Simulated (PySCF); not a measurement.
C4H11NSSi.
Cartesian coordinates in Å at the PBE0-D3(BJ)/def2-SVP level; atoms count from 1:
```xyz
18
C4H11NSSi angstrom
C      3.027    0.433   -0.858
S      1.598   -0.591   -1.335
Si    -0.032    0.579   -0.560
C     -0.758    0.044    1.099
C     -2.270    0.100    0.836
C     -2.535   -0.350   -0.603
N     -1.491    0.242   -1.419
H      3.889    0.072   -1.435
H      2.857    1.492   -1.103
H      3.255    0.337    0.212
H      0.460    1.996   -0.608
H     -0.426   -0.991    1.292
H     -0.453    0.652    1.963
H     -2.844   -0.510    1.552
H     -2.619    1.141    0.946
H     -3.536   -0.021   -0.930
H     -2.531   -1.459   -0.656
H     -1.589    0.171   -2.423
```

The calculation used core-valence-separated Tamm–Dancoff BHandHLYP/aug-pcX-1 (pcseg-1 on H, def2-SVPD on Si, def2-SVPD on S) in PySCF, non-relativistic, gas phase, PBE0-D3(BJ)/def2-SVP geometry. Absolute energies from this functional tend to lie a few eV below measured edges; no shift was applied.

The lowest roots of each edge with f over 0.003 (five at most, numbered afresh; weaker and dark ones are left out), with transition dipoles (au) in the frame of the coordinates:

```csv
root,edge,E (eV),f,μx,μy,μz
1,C,285.20,0.0429,-0.0623,-0.0445,-0.0167
2,C,285.21,0.0116,-0.0262,0.0035,-0.0310
3,C,285.52,0.0129,-0.0117,-0.0402,0.0098
4,C,285.58,0.0133,0.0242,-0.0132,-0.0337
5,C,285.81,0.0192,0.0112,-0.0419,-0.0293
6,N,399.25,0.0118,-0.0045,-0.0006,0.0345
7,N,400.26,0.0168,0.0298,0.0043,0.0284
8,N,400.46,0.0061,-0.0096,-0.0214,-0.0084
9,N,400.70,0.0147,0.0152,-0.0355,0.0026
10,N,401.25,0.0034,0.0181,0.0017,0.0043
```

Q: Molecules are fixed in this frame and the field points along z. What effective strengths 3 f cos²θ do the roots have (θ between field and μ)?

A: root 1 (C1): 0.006, root 2 (C4): 0.020, root 3 (C4): 0.002, root 4 (C5): 0.024, root 5 (C4): 0.018, root 6 (N7): 0.035, root 7 (N7): 0.024, root 8 (N7): 0.002, root 9 (N7): 0.000, root 10 (N7): 0.001. Root 6 is the strongest. Averaged over all orientations cos²θ is 1/3, which gives f back.

Time: 32 s. Hardware: one thread, Arm Neoverse V1, no GPU (shared host).

One conformer stands for the species.
